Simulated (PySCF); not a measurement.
Isomers of C5H9NO2Si.

All values: PBE0/pcSseg-1 (PySCF) at GFN2-xTB geometries, gas phase, one conformer each.

Question: Rank by LUMO energy, highest first.
A. `[CH3:1][O:2]/[C:3]([C:4]#[N:5])=[CH:6]/[O:7][SiH2:8][CH3:9]` with C1–O2–C3–C4 2°, C3–C6–O7–Si8 1°, C6–O7–Si8–C9 179°
B. `[CH3:1][NH:2][C:3](=[O:4])[C:5](=[O:6])/[CH:7]=[CH:8]/[SiH3:9]` with C1–N2–C3–O4 0°, N2–C3–C5–O6 -1°, C3–C5–C7–C8 -178°
C. `[CH2:1]=[C:2]([O:3][CH3:4])[SiH2:5]/[N:6]=[CH:7]/[CH:8]=[O:9]` with C1–C2–O3–C4 -2°, C1–C2–Si5–N6 111°, C2–Si5–N6–C7 99°, N6–C7–C8–O9 -179°
D. `[H]/[N:1]=[CH:2]/[CH2:3][C@H:4]1[O:5][CH2:6][C:7](=[O:8])[SiH2:9]1` with N1–C2–C3–C4 13°, C2–C3–C4–O5 -153°, C3–C4–O5–C6 165°, C4–O5–C6–C7 -41°, O5–C6–C7–O8 -165°, C6–C7–Si9–C4 5°
E. `[CH3:1][CH2:2][O:3][C@:4]([SiH3:5])([C:6]#[N:7])[CH:8]=[O:9]` with C1–C2–O3–C4 -67°, C2–O3–C4–Si5 -162°, O3–C4–C8–O9 -16°
F. `[CH3:1][O:2][CH2:3][C@:4]([SiH3:5])([C:6]#[N:7])[CH:8]=[O:9]` with C1–O2–C3–C4 -171°, O2–C3–C4–Si5 21°, C3–C4–C8–O9 165°

Answer: A (-0.98 eV), D (-1.18 eV), F (-1.39 eV), E (-1.61 eV), C (-2.51 eV), B (-2.68 eV).

Question: Rank by the highest Hirshfeld charge on any atom, lowest value first.
A. `[H]/[N:1]=[CH:2]/[CH2:3][C@H:4]1[O:5][CH2:6][C:7](=[O:8])[SiH2:9]1` with N1–C2–C3–C4 13°, C2–C3–C4–O5 -153°, C3–C4–O5–C6 165°, C4–O5–C6–C7 -41°, O5–C6–C7–O8 -165°, C6–C7–Si9–C4 5°
B. `[CH3:1][NH:2][C:3](=[O:4])[C:5](=[O:6])/[CH:7]=[CH:8]/[SiH3:9]` with C1–N2–C3–O4 0°, N2–C3–C5–O6 -1°, C3–C5–C7–C8 -178°
C. `[CH3:1][O:2][SiH2:3]/[CH:4]=[C:5](\[C:6]#[N:7])[O:8][CH3:9]` with C1–O2–Si3–C4 -170°, O2–Si3–C4–C5 55°, C4–C5–O8–C9 1°
D. `[CH3:1]/[CH:2]=[C:3](\[C:4]#[N:5])[O:6][SiH2:7][O:8][CH3:9]` with C2–C3–O6–Si7 0°, C3–O6–Si7–O8 180°, O6–Si7–O8–C9 -179°
E. `[CH3:1][CH2:2][c:3]1[n:4][o:5][cH:6][c:7]1[O:8][SiH3:9]` with C1–C2–C3–N4 -115°, C6–C7–O8–Si9 -1°
F. `[CH3:1][O:2][CH2:3][C@:4]([SiH3:5])([C:6]#[N:7])[CH:8]=[O:9]` with C1–O2–C3–C4 -171°, O2–C3–C4–Si5 21°, C3–C4–C8–O9 165°

Answer: A (+0.268 e), F (+0.319 e), B (+0.330 e), C (+0.388 e), E (+0.401 e), D (+0.450 e).

Question: Rank by the highest IAO charge on any atom, highest value first.
A. `[CH3:1][CH2:2][c:3]1[n:4][o:5][cH:6][c:7]1[O:8][SiH3:9]` with C1–C2–C3–N4 -115°, C6–C7–O8–Si9 -1°
B. `[CH2:1]=[C:2]([O:3][CH3:4])[SiH2:5]/[N:6]=[CH:7]/[CH:8]=[O:9]` with C1–C2–O3–C4 -2°, C1–C2–Si5–N6 111°, C2–Si5–N6–C7 99°, N6–C7–C8–O9 -179°
C. `[CH3:1][N:2]([SiH3:3])[CH2:4][C:5]#[C:6][C:7](=[O:8])[OH:9]` with C1–N2–C4–C5 -69°, C6–C7–O9–H 180°
D. `[H]/[N:1]=[CH:2]/[CH2:3][C@H:4]1[O:5][CH2:6][C:7](=[O:8])[SiH2:9]1` with N1–C2–C3–C4 13°, C2–C3–C4–O5 -153°, C3–C4–O5–C6 165°, C4–O5–C6–C7 -41°, O5–C6–C7–O8 -165°, C6–C7–Si9–C4 5°
E. `[CH2:1]=[CH:2][O:3][SiH2:4][CH2:5][C:6](=[O:7])[N:8]=[CH2:9]` with C1–C2–O3–Si4 0°, C2–O3–Si4–C5 180°, O3–Si4–C5–C6 176°, Si4–C5–C6–O7 80°, C5–C6–N8–C9 -110°
F. `[CH3:1][O:2]/[C:3]([C:4]#[N:5])=[CH:6]/[O:7][SiH2:8][CH3:9]` with C1–O2–C3–C4 2°, C3–C6–O7–Si8 1°, C6–O7–Si8–C9 179°

Answer: E (+1.029 e), F (+1.002 e), B (+0.902 e), A (+0.875 e), C (+0.742 e), D (+0.685 e).

All values together:

| SMILES | μ (D) | HOMO (eV) | LUMO (eV) | lowest IAO charge (e) | highest IAO charge (e) | lowest Hirshfeld charge (e) | highest Hirshfeld charge (e) |
| --- | --- | --- | --- | --- | --- | --- | --- |
| CCc1nocc1O[SiH3] | 3.51 | -7.06 | -0.21 | -0.578 (O) | +0.875 (Si) | -0.186 (O) | +0.401 (Si) |
| CO/C(C#N)=C/O[SiH2]C | 1.73 | -6.46 | -0.98 | -0.731 (C) | +1.002 (Si) | -0.215 (C) | +0.410 (Si) |
| COC[C@]([SiH3])(C#N)C=O | 6.81 | -7.97 | -1.39 | -0.375 (O) | +0.657 (Si) | -0.220 (N) | +0.319 (Si) |
| C=C(OC)[SiH2]/N=C/C=O | 2.99 | -7.05 | -2.51 | -0.503 (N) | +0.902 (Si) | -0.212 (O) | +0.369 (Si) |
| C/C=C(\C#N)O[SiH2]OC | 5.45 | -7.31 | -1.04 | -0.631 (O) | +1.228 (Si) | -0.222 (O) | +0.450 (Si) |
| C=CO[SiH2]CC(=O)N=C | 3.21 | -7.12 | -1.17 | -0.601 (C) | +1.029 (Si) | -0.275 (O) | +0.413 (Si) |
| C=CC(=O)N[SiH2]C(C)=O | 0.79 | -6.90 | -1.40 | -0.603 (N) | +0.833 (Si) | -0.262 (O) | +0.356 (Si) |
| CO[SiH2]/C=C(\C#N)OC | 4.07 | -7.50 | -1.41 | -0.639 (O) | +1.021 (Si) | -0.224 (O) | +0.388 (Si) |
| CCO[C@]([SiH3])(C#N)C=O | 1.83 | -7.92 | -1.61 | -0.439 (C) | +0.680 (Si) | -0.206 (N) | +0.343 (Si) |
| CNC(=O)C(=O)/C=C/[SiH3] | 1.22 | -7.22 | -2.68 | -0.499 (O) | +0.618 (Si) | -0.275 (O) | +0.330 (Si) |
| CN([SiH3])CC#CC(=O)O | 2.26 | -6.89 | -1.19 | -0.499 (N) | +0.742 (Si) | -0.264 (O) | +0.345 (Si) |
| [H]/N=C/C[C@H]1OCC(=O)[SiH2]1 | 6.64 | -5.45 | -1.18 | -0.405 (O) | +0.685 (Si) | -0.252 (O) | +0.268 (Si) |

Conformers: `[CH3:1][CH2:2][c:3]1[n:4][o:5][cH:6][c:7]1[O:8][SiH3:9]` with C1–C2–C3–N4 -115°, C6–C7–O8–Si9 -1°; `[CH3:1][O:2]/[C:3]([C:4]#[N:5])=[CH:6]/[O:7][SiH2:8][CH3:9]` with C1–O2–C3–C4 2°, C3–C6–O7–Si8 1°, C6–O7–Si8–C9 179°; `[CH3:1][O:2][CH2:3][C@:4]([SiH3:5])([C:6]#[N:7])[CH:8]=[O:9]` with C1–O2–C3–C4 -171°, O2–C3–C4–Si5 21°, C3–C4–C8–O9 165°; `[CH2:1]=[C:2]([O:3][CH3:4])[SiH2:5]/[N:6]=[CH:7]/[CH:8]=[O:9]` with C1–C2–O3–C4 -2°, C1–C2–Si5–N6 111°, C2–Si5–N6–C7 99°, N6–C7–C8–O9 -179°; `[CH3:1]/[CH:2]=[C:3](\[C:4]#[N:5])[O:6][SiH2:7][O:8][CH3:9]` with C2–C3–O6–Si7 0°, C3–O6–Si7–O8 180°, O6–Si7–O8–C9 -179°; `[CH2:1]=[CH:2][O:3][SiH2:4][CH2:5][C:6](=[O:7])[N:8]=[CH2:9]` with C1–C2–O3–Si4 0°, C2–O3–Si4–C5 180°, O3–Si4–C5–C6 176°, Si4–C5–C6–O7 80°, C5–C6–N8–C9 -110°; `[CH2:1]=[CH:2][C:3](=[O:4])[NH:5][SiH2:6][C:7]([CH3:8])=[O:9]` with C1–C2–C3–O4 3°, C2–C3–N5–Si6 180°, C3–N5–Si6–C7 180°, N5–Si6–C7–C8 176°; `[CH3:1][O:2][SiH2:3]/[CH:4]=[C:5](\[C:6]#[N:7])[O:8][CH3:9]` with C1–O2–Si3–C4 -170°, O2–Si3–C4–C5 55°, C4–C5–O8–C9 1°; `[CH3:1][CH2:2][O:3][C@:4]([SiH3:5])([C:6]#[N:7])[CH:8]=[O:9]` with C1–C2–O3–C4 -67°, C2–O3–C4–Si5 -162°, O3–C4–C8–O9 -16°; `[CH3:1][NH:2][C:3](=[O:4])[C:5](=[O:6])/[CH:7]=[CH:8]/[SiH3:9]` with C1–N2–C3–O4 0°, N2–C3–C5–O6 -1°, C3–C5–C7–C8 -178°; `[CH3:1][N:2]([SiH3:3])[CH2:4][C:5]#[C:6][C:7](=[O:8])[OH:9]` with C1–N2–C4–C5 -69°, C6–C7–O9–H 180°; `[H]/[N:1]=[CH:2]/[CH2:3][C@H:4]1[O:5][CH2:6][C:7](=[O:8])[SiH2:9]1` with N1–C2–C3–C4 13°, C2–C3–C4–O5 -153°, C3–C4–O5–C6 165°, C4–O5–C6–C7 -41°, O5–C6–C7–O8 -165°, C6–C7–Si9–C4 5°.
